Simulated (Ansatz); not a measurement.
Relaxation of CH6Al2FNO (12 atoms, charge 0, multiplicity 1), to a largest force component of 0.02 eV/Å in at most 40 steps.

Theory: RKS B3LYP/6-31G (Ansatz).

```xyz
12
Properties=species:S:1:pos:R:3
N -1.184 -1.043 1.052
C -0.039 -0.227 0.726
Al 1.152 -1.194 -0.555
Al -0.472 1.554 -0.060
O 0.007 1.993 -1.764
F -1.564 2.699 0.894
H -1.678 -1.272 0.152
H -0.900 -1.861 1.515
H 0.533 -0.005 1.704
H 0.794 -2.652 -1.038
H 2.533 -0.508 -1.000
H 0.895 2.459 -1.591
```

Task: Where does it end, and by what steps?

Result: The forces met the threshold. Limits of this set-up: no polarisation functions. After 22 steps the energy has fallen by 2.558 eV; H8 moved furthest, 1.36 Å. Joined: N1–Al4, Al3–Al4, Al3–O5.

```
step  energy less start (eV)  largest force component (eV/Å)  accepted
   0                  0.0000                           2.329       yes
   1                 -0.6343                           1.390       yes
   2                 -0.8455                           1.365       yes
   3                 -1.0382                           0.609       yes
   4                 -1.1418                           0.328       yes
   5                 -1.2037                           1.772       yes
   6                 -1.3263                           0.893       yes
   7                 -1.4932                           0.582       yes
   8                 -1.7351                           0.483       yes
   9                 -1.9252                           0.623       yes
  10                 -2.0077                           0.830       yes
  11                 -2.0533                           1.246       yes
  12                 -2.1022                           0.864       yes
  13                 -2.1201                           0.526       yes
  14                 -2.1777                           0.584       yes
  15                 -2.2976                           0.699       yes
  16                 -2.4301                           0.796       yes
  17                 -2.4891                           0.857       yes
  18                 -2.5166                           0.728       yes
  19                 -2.5470                           0.317       yes
  20                 -2.5560                           0.099       yes
  21                 -2.5574                           0.046       yes
  22                 -2.5578                           0.011       yes
```

```xyz
12
Properties=species:S:1:pos:R:3
N -1.199 -0.629 0.736
C 0.368 -0.393 1.029
Al 1.319 -0.551 -0.761
Al -0.492 1.214 0.450
O 0.247 1.061 -1.203
F -1.426 2.601 0.801
H -1.399 -1.338 0.031
H -1.757 -0.801 1.571
H 0.699 -0.835 1.963
H 0.699 -1.699 -1.725
H 2.885 -0.186 -0.804
H 0.133 1.501 -2.054
```

Whether the end is a true minimum wasn't checked by a vibrational analysis.

The run took 100 s on 1 thread of AMD EPYC 7R43 64-Core Processor (Zen 3), with other jobs on the host, peak memory 0.21 GiB.
